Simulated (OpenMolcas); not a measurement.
**Ga2+: effect of the active space**

| Property | Result |
| --- | --- |
| Program | OpenMolcas 26.06 |
| Method | CASSCF |
| Basis | ANO-RCC-VDZ |
| Scalar Hamiltonian | X2C, point nucleus |
| Spin-orbit coupling | state interaction with AMFI integrals over the reference wave functions, term energies averaged over their components |

A. 1 electron in 4 orbitals (4s 4p); 2S+1 = 2 even, 1 root; 2S+1 = 2 odd, 3 roots; cost about 5 core-seconds
B. 1 electron in 8 orbitals (4s 4p 5s 5p); 2S+1 = 2 even, 1 root; 2S+1 = 2 odd, 3 roots; cost roughly 6 core-seconds

Energies in cm⁻¹ above 4s ²S_1/2, the measured ground level; measured values from Shirai, Reader, Kramida and Sugar, J. Phys. Chem. Ref. Data 36, 509 (2007).

```csv
Level,A,B,Measured
4s ²S_1/2,0.0,0.0,0.0
4p ²P°_1/2,64014,64014,65169
4p ²P°_3/2,65712,65712,66888
```

Deviations, from unrounded energies. A percentage is the sum of absolute deviations over the sum of measured energies, with the sign that they share, or ± where signs differ.

```
           Against measurement  Levels     A     B
mean absolute deviation (cm-1)       2  1200  1200
      other configurations (%)       2  -1.8  -1.8
```

A, B lie about equally close to measurement. The largest miss of A in the table is 4p ²P°_3/2, by -1200 cm-1. The ranking rests on the paired levels alone, and a cruder setting can come out closer through cancelling errors.

Between A and B no level of the table moves by more than 5 cm-1.

With one active electron the reference holds no correlation, so core polarisation is missing. With one active electron outside closed inactive shells, the extra shells (5p 5s) add no correlation to the reference (holds for B). Measured partners are found by configuration, term and J. A level has none where our copy of the source lacks it or the pairing is in doubt (some pairs that miss far off the trend of their configuration count as doubtful), and it then counts in no deviation. Levels of configurations outside the active space are missing.

° marks odd parity.
